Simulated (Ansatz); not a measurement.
Harmonic frequencies (cm⁻¹) at PBE0-D4/def2-TZVP from Ansatz: 330, 339, 622, 833, 903, 1344, 1820, 2446, 2965.

Each molecule was computed in one conformer, which needn't be the lowest.

Problem. Which molecule is it?
A. `BO[SiH2]Br`
B. `O=C[SeH]`
C. `F[CH]1[O][AlH]1`
D. `O[SiH]1[NH][Al]1[Cl]`

Solution. B.
